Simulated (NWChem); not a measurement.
F2Pb in NWChem

```xyz
3

Pb     0.0000     0.0000     0.2479
F      1.5538     0.0000    -1.1294
F     -1.5538     0.0000    -1.1294
```
Charge 0, spin multiplicity 1.

Everything below was run with NWChem. The geometry was optimised at PBE/def2-SVP with def2 effective core potentials on Pb, a minimum by its harmonic frequencies.

Symmetry labels belong to the abelian group C2v used in the runs, with the axes of the coordinates shown.

Effective core potentials replace the inner electrons of Pb; spin-orbit coupling is left out. B3LYP has NWChem's definition, with VWN1-RPA local correlation. The structure started from a generated list of species.

Q: List the lowest 4 singlet excitations that TD-B3LYP/def2-SVPD with def2 effective core potentials on Pb, VWN1-RPA local correlation gives, with oscillator strengths.

A: 
| state | symmetry | energy (eV) | wavelength (nm) | f |
|---|---|---|---|---|
| 1 | b2 | 4.76 | 261 | 0.040 |
| 2 | a2 | 5.13 | 242 | 0.000 |
| 3 | b1 | 5.59 | 222 | 0.004 |
| 4 | b2 | 5.69 | 218 | 0.015 |
